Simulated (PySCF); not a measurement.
# Dipole polarisabilities along the 4p block

Calculated with PySCF 2.14 for the ground configurations, without spin-orbit coupling: coupled response for Hartree-Fock and DFT. Mean α in bohr³, C₆ of like pairs in atomic units.

| species | α UHF | α PBE | α recommended (Schwerdtfeger and Nagle) | C₆ UHF | C₆ PBE |
| --- | --- | --- | --- | --- | --- |
| Ga [Ar] 3d10 4s2 4p1 (aug-cc-pV5Z-PP with ECP10MDF, ECP) | 57.37 | 64.47 | 50 ± 3 | 501.9 | 541.2 |
| Ge [Ar] 3d10 4s2 4p2 (aug-cc-pV5Z-PP with ECP10MDF, ECP) | 41.27 | 46.29 | 40 ± 1 | 361.8 | 403.9 |
| Br [Ar] 3d10 4s2 4p5 (aug-cc-pV5Z-PP with ECP10MDF, ECP) | 20.32 | 22.66 | 21 ± 1 | 162.0 | 184.3 |
| Kr [Kr] (aug-cc-pV5Z-PP with ECP10MDF, ECP) | 16.43 | 18.25 | 16.78 ± 0.02 | 125.8 | 142.6 |

Hartree-Fock lacks correlation. PBE lies above the recommended values here, as self-interaction makes its density too diffuse. All values carry a basis error.
